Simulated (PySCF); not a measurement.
# Bond length, frequency and bond energy of TeI by level of theory

State: ²Π (doublet), unpaired electrons π ↑. Set-up: Te x2c-TZVPPall, I x2c-TZVPPall; spin-free X2C with a Gaussian nucleus (PySCF 2.14). De refers to Te + I in their high-spin ground configurations, without counterpoise correction. The functionals are run spin-unrestricted. A positive dipole means Te(−)I(+). Levels whose curve was spin-contaminated or gave no clean fit are not listed.

```json
{"Level": "UHF", "Re (Å)": "2.683", "ωe (cm⁻¹)": "219", "De (eV)": "0.72", "μ (D)": "-1.02", "CPU s a point (SCF and correlation, without the integrals)": "4.7"}
{"Level": "UHF-CCSD", "Re (Å)": "2.672", "ωe (cm⁻¹)": "215", "De (eV)": "1.72", "μ (D)": "n/a", "CPU s a point (SCF and correlation, without the integrals)": "n/a"}
{"Level": "UHF-CCSD(T)", "Re (Å)": "2.678", "ωe (cm⁻¹)": "212", "De (eV)": "1.89", "μ (D)": "n/a", "CPU s a point (SCF and correlation, without the integrals)": "570"}
{"Level": "PBE", "Re (Å)": "2.676", "ωe (cm⁻¹)": "213", "De (eV)": "2.46", "μ (D)": "-0.19", "CPU s a point (SCF and correlation, without the integrals)": "6.6"}
{"Level": "PBEsol", "Re (Å)": "2.650", "ωe (cm⁻¹)": "221", "De (eV)": "2.71", "μ (D)": "-0.12", "CPU s a point (SCF and correlation, without the integrals)": "5"}
{"Level": "BP86", "Re (Å)": "2.682", "ωe (cm⁻¹)": "210", "De (eV)": "2.42", "μ (D)": "-0.20", "CPU s a point (SCF and correlation, without the integrals)": "5"}
{"Level": "r²SCAN", "Re (Å)": "2.666", "ωe (cm⁻¹)": "217", "De (eV)": "2.23", "μ (D)": "-0.33", "CPU s a point (SCF and correlation, without the integrals)": "6.9"}
{"Level": "TPSSh", "Re (Å)": "2.663", "ωe (cm⁻¹)": "217", "De (eV)": "2.29", "μ (D)": "-0.34", "CPU s a point (SCF and correlation, without the integrals)": "9.7"}
{"Level": "PBE0", "Re (Å)": "2.651", "ωe (cm⁻¹)": "222", "De (eV)": "2.22", "μ (D)": "-0.41", "CPU s a point (SCF and correlation, without the integrals)": "9.1"}
{"Level": "B97-3", "Re (Å)": "2.669", "ωe (cm⁻¹)": "217", "De (eV)": "2.10", "μ (D)": "-0.48", "CPU s a point (SCF and correlation, without the integrals)": "6.5"}
{"Level": "HSE06", "Re (Å)": "2.658", "ωe (cm⁻¹)": "220", "De (eV)": "2.27", "μ (D)": "-0.38", "CPU s a point (SCF and correlation, without the integrals)": "26"}
```

**Question.** Which functional lies closest to UHF-CCSD(T) in De, which farthest, and by how much do they differ from it?

**Answer.** Closest is B97-3 (-0.9 pm in Re, +2.4 % in ωe, +0.21 eV in De against UHF-CCSD(T) in the same basis), farthest PBEsol (-2.8 pm in Re, +4.2 % in ωe, +0.82 eV in De). CCSD(T) converges more slowly with the basis than the functionals do and binds too weakly in this one, so the order can change at the basis-set limit.

**Question.** What does a quarter of exact exchange do here, going from PBE to PBE0?

**Answer.** PBE0 less PBE: -2.5 pm in Re, +4.2 % in ωe, -0.24 eV in De. Exact exchange removes part of the self-interaction that spreads semilocal densities, and in most molecules shortens and stiffens the bond and lowers De; so it does here.

**Question.** What does the step from GGA to meta-GGA do here, going from PBE to r²SCAN?

**Answer.** r²SCAN less PBE: -1.0 pm in Re, +1.9 % in ωe, -0.23 eV in De. 

Correlated steps freeze 36 core orbitals. These are scalar-relativistic numbers at best; spin–orbit coupling would shift them, the dissociation energy most. The state is the lowest determinant that a PBE0 search found; another state may lie lower at other levels.

The whole job (state search and all levels along the bond) took about 50 min on 2 threads of Arm Neoverse N1 (shared host), peak memory 4.5 GiB.
